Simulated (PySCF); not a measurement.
**Telling isomers of C7H6NP apart by NMR**

PySCF calculation with shielding tensors at PBE0/pcSseg-1 (GIAO) and GFN2-xTB geometry; relativity neglected, averaged over atoms made equivalent by symmetry, fast rotation or ring inversion, no solvent model, a single conformation.

δ = σ(ref) − σ, references computed at the same level: ¹H (σref 31.72), ¹³C (σref 186.93) against TMS. Splittings of carbon signals by F and P are missing where no couplings were computed. Where no couplings were computed, multiplicities follow the n + 1 count of equivalent neighbours, and m marks all less simple cases (inequivalent or close neighbours, rings, F or P nearby). Shifts are as computed. Against solution values, carbons near 30 ppm lie about +3 ppm off and those near 130 ppm about +5 ppm. Of 1211 compounds with measured shifts, 218 miss one by over three times the rms of a fit or turn the order of signals round; such compounds aren't used in these exercises.

(1) Tabulate the signals of `C=C=Pc1cccnc1`, `Cc1pcccc1C#N`, `Cc1ccpcc1C#N`, `Cc1cpccc1C#N` and their relative energies.

(2) What is the quickest way to tell Cc1pcccc1C#N from Cc1ccpcc1C#N?

(3) What is the quickest way to tell C=C=Pc1cccnc1 from Cc1ccpcc1C#N?

(4) What is the quickest way to tell Cc1pcccc1C#N from Cc1cpccc1C#N?

Answers

(1) 
```tsv
SMILES	carbon types	δC	δH	E rel. (kcal/mol)
C=C=Pc1cccnc1	2×C 4×CH 1×CH2	267.4, 157.8, 155.5, 146.7, 134.6, 128.4, 106.3	9.49 (m, 1H), 8.84 (d, 1H), 8.00 (m, 1H), 7.40 (m, 1H), 6.43 (m, 2H)	32.3
Cc1pcccc1C#N	3×C 3×CH 1×CH3	186.3, 169.8, 140.7, 136.3, 123.2, 122.6, 28.2	9.27 (m, 1H), 8.11 (m, 1H), 8.10 (m, 1H), 3.15 (m, 3H)	1.3
Cc1ccpcc1C#N	3×C 3×CH 1×CH3	172.1, 169.3, 149.7, 140.3, 123.7, 123.1, 26.5	9.62 (m, 1H), 9.33 (m, 1H), 8.18 (m, 1H), 2.85 (s, 3H)	0.7
Cc1cpccc1C#N	3×C 3×CH 1×CH3	165.0, 162.3, 152.6, 144.0, 124.6, 117.4, 28.5	9.20 (m, 1H), 9.18 (m, 1H), 8.40 (m, 1H), 2.88 (s, 3H)	0.0
```

Energies are electronic energies at PBE0/pcSseg-1 on these geometries, without zero-point or thermal terms, each for the one conformer computed, which needn't be the lowest.

(2) Both give the same number of carbon signals, with the same numbers of each carbon type, so the positions decide. The first has a substituted aromatic carbon (C) at 186.3 ppm, the second a substituted aromatic carbon (C) at 149.7 ppm. Their most deshielded carbons lie at 186.3 and 172.1 ppm.

(3) Both give the same number of carbon signals, but DEPT or the intensities differ. The first has a cumulene carbon (C) at 267.4 ppm, the second a methyl carbon on an aromatic ring (CH3) at 26.5 ppm. Their most deshielded carbons lie at 267.4 and 172.1 ppm.

(4) Both give the same number of carbon signals, with the same numbers of each carbon type, so the positions decide. The first has a substituted aromatic carbon (C) at 186.3 ppm, the second a substituted aromatic carbon (C) at 152.6 ppm. Their most deshielded carbons lie at 186.3 and 165.0 ppm.
